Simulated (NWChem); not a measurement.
# Lowest excitation of H₂AlF

```
Al
F 1 1.6666
H 1 1.5798 2 116.91
H 1 1.5798 3 126.19 2 180.00
```
Charge 0, spin multiplicity 1.

Program: NWChem. The geometry was optimised at PBE0/def2-SVP, a minimum by its harmonic frequencies.

Basis set: def2-SVPD.

```
method    lowest vertical singlet excitation energy (eV)  relative cost  difference from EOM-CCSD
--------  ----------------------------------------------  -------------  ------------------------
TD-B3LYP                                            5.74        under 3                     -0.39
TD-PBE0                                             5.82        under 3                     -0.32
TD-PBE                                              5.40        under 3                     -0.73
EOM-CCSD                                            6.13        under 3                      0.00
CIS                                                 6.81              1                     +0.67
```

The values span 1.41 eV, from TD-PBE (lowest) to CIS (highest). The cost column gives rough processor time relative to CIS; each entry includes its own SCF.

The correlated methods keep 6 core orbitals frozen. B3LYP has NWChem's definition, with VWN1-RPA local correlation. The structure started from a generated list of species. Coupled-cluster values serve here as a point of comparison, not as the truth.
